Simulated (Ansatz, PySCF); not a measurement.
Ways to break one bond of Cl[Si](Cl)(Br)Br:

A. Cl[Si](Cl)(Br)Br [dibromo(dichloro)silane] → Cl[Si](Br)Br + Cl atom
B. Cl[Si](Cl)(Br)Br -> Cl[Si](Cl)Br + Br atom

Quantity: bond dissociation energy (enthalpy at 298 K, with B3LYP-D3(BJ) rigid-rotor harmonic-oscillator terms), kJ/mol. Geometries: B3LYP-D3(BJ)/def2-TZVP minima from Ansatz (a quantum-chemistry and plane-wave program). Frequencies are from Ansatz or PySCF. Valence correlation only, unless marked. UHF or UKS for open shells. Spin-orbit coupling is left out. Frozen are the shells of the preceding noble gas and the d and f shells that filled before the atom's block. No relativistic terms. Basis-set limits of correlation are two-point, X^-3; Hartree-Fock from the larger set.

```
   HF/def2-TZVPP (Ansatz)  SVWN5/def2-TZVPD (Ansatz)  CCSD/STO-3G (Ansatz)  CCSD(T)/CBS(def2-TZVPP,def2-QZVPP) (Ansatz)
-  ----------------------  -------------------------  --------------------  -------------------------------------------
A                   328.8                      493.0                 356.6                                        455.4
B                   276.5                      436.8                 330.6                                        398.0
```
